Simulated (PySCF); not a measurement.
A small calculation by hand: dipole moment from atomic charges

Ti(Cl)3(NH2) (Cl3H2NTi), SMILES [NH2][Ti]([Cl])([Cl])[Cl], multiplicity 1. Atoms are numbered in the order given.

```xyz
7

Ti     0.1935     0.0284     0.0000
Cl    -0.4999     0.9892    -1.8400
Cl    -0.4999     0.9892     1.8400
Cl    -0.3895    -2.0926     0.0000
N      2.0239     0.1442     0.0000
H      2.5968     0.1530    -0.8440
H      2.5968     0.1530     0.8440
```

Geometry: B3LYP-D3(BJ)/def2-SVP. The multiplicity is an assumed one; no other spin state was optimised. The isomer is the one that the SMILES or the coordinates give; other isomers of the formula were not compared. One conformer was computed; it need not be the lowest.

Charges (e) from HF/def2-TZVP run with PySCF:

```json
[
 {"atom": "Ti1", "IAO": "1.729", "ESP fit": "0.737"},
 {"atom": "Cl2", "IAO": "-0.471", "ESP fit": "-0.194"},
 {"atom": "Cl3", "IAO": "-0.471", "ESP fit": "-0.194"},
 {"atom": "Cl4", "IAO": "-0.484", "ESP fit": "-0.221"},
 {"atom": "N5", "IAO": "-0.875", "ESP fit": "-0.959"},
 {"atom": "H6", "IAO": "0.286", "ESP fit": "0.416"},
 {"atom": "H7", "IAO": "0.286", "ESP fit": "0.416"}
]
```

The dipole moment of the full density is 3.08 D.

Problem. What dipole moment does each set of point charges give, and which comes closer to that of the density?

Solution. 
μ = Σ q r, and 1 e Å = 4.8032 D.
IAO: Σ q r = (0.708, 0.091, 0.000) e Å, |μ| = 3.43 D.
ESP fit: Σ q r = (0.642, 0.089, 0.000) e Å, |μ| = 3.11 D.
ESP fit comes closer in size. Point charges leave out the atoms' own dipoles (lone pairs, polarised bonds); fits to the potential absorb them, partitions of the density don't.
